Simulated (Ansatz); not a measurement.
Calculated with Ansatz (gas phase, PBE0-D4/def2-TZVP geometries, no zero-point term in ΔE). CBS: MP2 limit from def2 TZ/QZ plus the TZ coupled-cluster correction, frozen cores. This one scheme is used for every species. DFT in def2-TZVPP. For Ge outer-core shells are correlated without core-valence functions, which leaves a few kJ/mol of doubt a bond. Scalar relativity is left out up to krypton. One conformer a species, not always the lowest.

Consider the substitution at a C–C bond: `NC[CH2][GeH3]` + H₂S → `S[CH2][GeH3]` + CH₃NH₂.

`NC[CH2][GeH3]`:

Z-matrix (Å, degrees):
```
C
C 1 1.517
N 1 1.456 2 110.5
H 1 1.102 2 109.2 3 -125.6
H 1 1.095 2 109.5 3 118.3
Ge 2 1.959 1 113.3 3 -176.7
H 2 1.095 1 110.3 3 62.5
H 2 1.093 1 109.7 3 -55.0
H 3 1.013 1 110.7 2 178.5
H 3 1.013 1 110.2 2 -63.4
H 6 1.541 2 110.5 1 -61.1
H 6 1.540 2 110.2 1 58.6
H 6 1.539 2 110.4 1 178.8
```

H₂S:

```xyz
3

S    -0.514    0.281    0.200
H     0.449   -0.432    0.802
H     0.065    0.151   -1.002
```

`S[CH2][GeH3]`:

Z-matrix (Å, degrees):
```
C
Ge 1 1.962
S 1 1.808 2 112.6
H 1 1.091 2 111.2 3 -125.2
H 1 1.092 2 108.8 3 116.5
H 2 1.541 1 110.6 3 176.5
H 2 1.539 1 108.3 3 56.9
H 2 1.535 1 109.4 3 -62.4
H 3 1.343 1 97.4 2 -52.6
```

CH₃NH₂:

Cartesian coordinates in Å:
```
C -0.534 -0.192 -0.033
N 0.704 0.567 -0.085
H -0.451 -1.200 0.399
H -0.939 -0.294 -1.042
H -1.273 0.361 0.552
H 1.400 0.077 -0.633
H 1.091 0.682 0.842
```

| level | ΔE (kJ/mol) | difference from CCSD(T)/CBS |
| --- | --- | --- |
| ωB97X-V | 18.7 | -1.3 |
| ωB97M-V | 19.1 | -0.9 |
| B2PLYP | 16.9 | -3.1 |
| PBE0 | 16.3 | -3.7 |
| HF/def2-TZVPP | 17.7 | -2.3 |
| MP2/def2-TZVPP | 20.7 | 0.7 |
| CCSD/def2-TZVPP | 23.0 | 3.0 |
| HF/def2-QZVPP | 17.3 | -2.7 |
| MP2/def2-QZVPP | 19.1 | -0.9 |
| SCS-MP2/def2-QZVPP | 18.0 | -2.0 |
| CCSD(T)/CBS | 20.0 | 0 |

Largest T1 diagnostic among the species: 0.011.
